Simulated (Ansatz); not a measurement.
Ansatz (an electronic-structure program) input (PBE/LANL2DZ): The .json file is the Basis Set Exchange's LANL2DZ.

Ansatz 0.2 input:
```yaml
crystal:
  periodic: [false, false, false]
  atoms:
    - {symbol: Au, position_ang: [0.00000000, 0.00000000, 0.00000000]}
basis:
  gaussian:
    orbitals: LANL2DZ.json
hamiltonian:
  xc: {name: PBE}
total_charge: 1
scf: {lower_state_search: full}
```

Question: Predict the final energy.

Answer: -135.06897 Eh.
